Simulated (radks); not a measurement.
Values are calculated unless marked as measured or tabulated.
The mean radii <r> (bohr) of the occupied orbitals of an atom or ion are listed with their occupations. Level of theory: scalar-relativistic Kohn-Sham, r2SCAN, spin-polarised, spherical densities, finite nucleus; meta-GGA in the generalised Kohn-Sham scheme; Fermi nuclear charge, rms radius of each element as measured or else 0.836 A^(1/3) + 0.57 fm (a radial shooting solver on a logarithmic mesh with Libxc functionals).

orbital  occ.      <r>
1s up       1  0.05620
1s down     1  0.05620
2s up       1   0.2551
2s down     1   0.2548
2p up       3   0.2250
2p down     3   0.2246
3s up       1   0.7726
3s down     1   0.7754
3p up       3   0.8152
3p down     3   0.8191
3d up       5    1.031
3d down     2    1.067
4s up       1    2.572

Name the element and its charge. Open shells, if any, are filled with parallel spins first.

Answer. Z = 27, cobalt, charge +1: Co+ in [Ar] 3d7 4s1. The 1s radius gives Z: for a bare nucleus <r> = (2 gamma + 1)/(2Z) with gamma = sqrt(1 - (Z/c)^2), 0.05483 bohr for Z = 27, and screening makes it slightly larger (0.05620 here). The occupations add up to 26, and the charge is Z minus that.
